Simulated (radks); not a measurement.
Initial-state core-level shifts of the holmium ion Ho+ when its valence configuration changes from [Xe] 4f11 6s1. All-electron calculation, Dirac Kohn-Sham, PBE, spin-unpolarised, spherical densities, finite nucleus; open shells fill j = l - 1/2 first; Fermi nuclear charge, rms radius 5.2022 fm. Program: a radial shooting solver on a logarithmic mesh with Libxc functionals. Shifts are changes of the shell-averaged eigenvalues in eV (positive: less bound); the change of the density at the nucleus, which sets a Mossbauer isomer shift, is in e/bohr^3, on a base of 8.054e+05.

valence                3d       4s       4p      5p  density at nucleus
4f10 5d1 6s1       -7.580   -7.402   -7.262  -3.127              +36.42
4f11 6p1           -1.161   -1.169   -1.172  -1.197              -36.97
4f11 5d0.5 6s0.5   +0.853   +0.860   +0.866  +0.889              -20.82
4f11 6s0.5 6p0.5   -0.585   -0.589   -0.590  -0.604              -18.21
4f10 6s2           -9.927   -9.750   -9.619  -5.345              +90.66
4f11 5d1           +1.594   +1.609   +1.620  +1.675              -40.02
4f10 6s1 6p1      -11.071  -10.898  -10.768  -6.468              +47.78
4f10.5 5d0.5 6s1   -3.616   -3.553   -3.491  -1.566              +17.19
4f10.5 5d1 6s0.5   -2.660   -2.592   -2.524  -0.614               -5.15
